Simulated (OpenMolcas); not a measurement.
Computed levels of Au

```yaml
Program: OpenMolcas 26.06
Method: "SS-CASPT2, IPEA 0.25 Eh, imaginary shift 0.1 Eh (closed shells correlated: 5s 5p)"
Basis: ANO-RCC-VTZP [8s7p5d3f1g]
Scalar_Hamiltonian: DKH2, point nucleus
Active_space: 11 electrons in 6 orbitals (5d 6s)
State_averaging: 2S+1 = 2 even, 6 roots
Spin-orbit_coupling: RASSI with atomic mean-field integrals over the reference wave functions, term energies averaged over their components
```

With spin-orbit coupling, above the lowest level:

| Configuration | Term | J | E (cm⁻¹) | Measured (cm⁻¹) | g | Term weight % |
| --- | --- | --- | --- | --- | --- | --- |
| 5d¹⁰ 6s | ²S | 1/2 | 0.0 | 0.0 | 2.002 | 100 |
| 5d⁹ 6s² | ²D | 5/2 | 6650 | 9161 | 1.200 | 100 |
| 5d⁹ 6s² | ²D | 3/2 | 18890 | 21435 | 0.800 | 100 |

Against the 2 measured excited levels shown (NIST Handbook of Basic Atomic Spectroscopic Data) the mean absolute deviation is 2500 cm-1; the largest miss in energy is 5d⁹ 6s² ²D_3/2: computed 18890, measured 21435 cm⁻¹ (-11.9 %), and the largest in proportion 5d⁹ 6s² ²D_5/2 (-27.4 %).

CASPT2 does not keep the components of a term degenerate, so their means are used; among the terms shown or strongly mixed into the levels shown the widest spread is 350 cm-1 (5d⁹ 6s² ²D). A single d shell beside an s shell can misplace configurations of different d count against each other. Measured partners are found by configuration, term and J. A level has none where our copy of the source lacks it or the pairing is in doubt (some pairs that miss far off the trend of their configuration count as doubtful), and it then counts in no deviation. Only configurations of the active space appear.

The term weight is that of the spin-free term in the level, not the purity of its configuration.
